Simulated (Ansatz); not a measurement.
`C[SiH2][AlH][F]` + CH₃OH → `C[O][AlH][F]` + `C[SiH3]`  (cleavage of the Al–Si bond)

Calculated with Ansatz (gas phase, PBE0-D4/def2-TZVP geometries, no zero-point term in ΔE). CBS: MP2 limit from def2 TZ/QZ plus the TZ coupled-cluster correction, frozen cores. This one scheme is used for every species. Each species was taken in one conformer, which may not be the lowest.

`C[SiH2][AlH][F]`:

```xyz
10

C     0.931    0.538   -1.232
Si   -0.274    0.707    0.204
Al   -0.817   -1.439    1.260
F    -1.914   -1.418    2.500
H     1.149    1.515   -1.669
H     0.518   -0.100   -2.017
H     1.874    0.096   -0.902
H    -1.535    1.348   -0.273
H     0.300    1.623    1.234
H    -0.233   -2.868    0.895
```

CH₃OH:

Cartesian coordinates in Å:
```
C -0.209 -0.182 0.224
O 0.988 0.375 -0.270
H 0.039 -0.704 1.148
H -0.649 -0.909 -0.470
H -0.962 0.582 0.455
H 0.794 0.838 -1.087
```

`C[O][AlH][F]`:

Cartesian coordinates in Å:
```
C -0.384 0.976 -0.751
O -0.350 0.228 0.430
Al 0.395 -1.148 1.015
F 1.426 -1.999 0.050
H -0.054 2.001 -0.553
H 0.258 0.554 -1.532
H -1.408 1.020 -1.135
H 0.117 -1.632 2.475
```

`C[SiH3]`:

Z-matrix (Å, degrees):
```
C
Si 1 1.871
H 1 1.092 2 110.8
H 1 1.092 2 110.8 3 -120.0
H 1 1.092 2 110.8 3 120.0
H 2 1.488 1 110.7 3 -179.9
H 2 1.488 1 110.7 3 -59.9
H 2 1.488 1 110.7 3 60.1
```

```json
{"species": "`C[SiH2][AlH][F]`", "CCSD(T)/CBS(def2) energy (Eh)": "-672.62263"}
{"species": "CH₃OH", "CCSD(T)/CBS(def2) energy (Eh)": "-115.61712"}
{"species": "`C[O][AlH][F]`", "CCSD(T)/CBS(def2) energy (Eh)": "-457.55503"}
{"species": "`C[SiH3]`", "CCSD(T)/CBS(def2) energy (Eh)": "-330.73916"}
```

(1) Work out ΔE.

(2) What do rigid-rotor, harmonic-oscillator terms from PBE0-D4/def2-TZVP frequencies (298.15 K, 1 bar) make of the CCSD(T)/CBS value? (Estimate.)

Largest T1 diagnostic among the species: 0.013.

Answers

(1) ΔE = (-457.55503) + (-330.73916) − (-672.62263) − (-115.61712) = -0.05444 Eh = -142.9 kJ/mol.

(2) The calculation gave: ΔZPE = -4.8 kJ/mol, ΔH = -149.2 kJ/mol, ΔS = -19 J/(mol·K), ΔG = -143.4 kJ/mol. Modes under 50 cm⁻¹ make the entropy rough.

From PBE to PBE0 (25 % exact exchange), in def2-TZVPP and without D4, ΔE moves by −4.5 kJ/mol. At CCSD(T), def2-SVP lies −6.5 kJ/mol from the extrapolated value and def2-TZVPP −1.9 kJ/mol. In def2-TZVPP, CCSD(T) changes the Hartree–Fock value by +14.6 kJ/mol (the triples alone add +2.0 kJ/mol) and MP2 by +4.5 kJ/mol.
